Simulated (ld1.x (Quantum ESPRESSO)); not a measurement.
# Te, TM semilocal: configuration errors across variants

tellurium (Te), norm-conserving Troullier–Martins (semilocal form), made with ld1.x (Quantum ESPRESSO) 7.5 (BP86, scalar-relativistic). Core [Ar] 3d10, reference 4s2 4p6 4d10 5s2 5p4. Waves: 4s (bound): rc 0.80 bohr; 4d (bound): rc 0.80 bohr; 4p (bound): rc 1.20 bohr. Local part: the p channel. Core correction: none.

Occupied shells without a wave of their own: 5p, 5s. They enter only through the test configuration that unscreens the potential.

All-electron excitation energies from the reference (eV): (1) 4s2 4p6 4d10 5s2 5p3 9.858; (2) 4s2 4p6 4d10 5s2 5p2 27.938; (3) 4s2 4p6 4d10 5s2 5p1 55.022; (4) 4s2 4p6 4d9 5s2 5p5 38.224; (5) 4s2 4p6 4d10 5s2 5p0 91.693; (6) 4s2 4p6 4d10 5s2 5p4.3 -1.504; (7) 4s2 4p6 4d10 5s1 5p4 19.725.

A semilocal file is local in each channel, so a ghost entry of none says nothing of the separable form that plane-wave codes build from it.

For the base: The 5p, 5s levels have no wave, so the channel is fitted at the deeper level alone: the likely source of the large errors.

The file “base” misses its own reference levels by 0.4 eV. The file “all radii scaled by about 0.78 (s 0.62, p 0.94, d 0.62 bohr)” misses its own reference levels by 1.0 eV. The file “all radii scaled by about 0.90 (s 0.72, p 1.08, d 0.72 bohr)” misses its own reference levels by 0.4 eV. The file “all radii scaled by about 1.10 (s 0.88, p 1.32, d 0.88 bohr)” misses its own reference levels by 0.7 eV. The file “all radii scaled by about 1.33 (s 1.06, p 1.60, d 1.06 bohr)” misses its own reference levels by 1.7 eV.

Errors AE − PS in meV (a dash: test not solved or not reliable):

```tsv
change	(1)	(2)	(3)	(4)	(5)	(6)	(7)	bound ghosts
base	-538	-1317	-2360	+620	-3703	+116	-387	none
all radii scaled by about 0.78 (s 0.62, p 0.94, d 0.62 bohr)	-158	-394	-707	+237	-1093	+33	-1131	not determined
all radii scaled by about 0.90 (s 0.72, p 1.08, d 0.72 bohr)	-311	-765	-1374	+373	-2156	+67	-419	none
all radii scaled by about 1.10 (s 0.88, p 1.32, d 0.88 bohr)	-834	-2040	-3648	+942	-5712	+180	-572	none
all radii scaled by about 1.33 (s 1.06, p 1.60, d 1.06 bohr)	-1195	-2919	-5209	+1333	-8118	+258	-1944	none
```

(1) Give the same row for: all radii scaled by about 1.21 (s 0.96, p 1.46, d 0.96 bohr).

Results:

(1) -1111, -2712, -4841, +1236, -7562, +241, -942; bound ghosts: none.
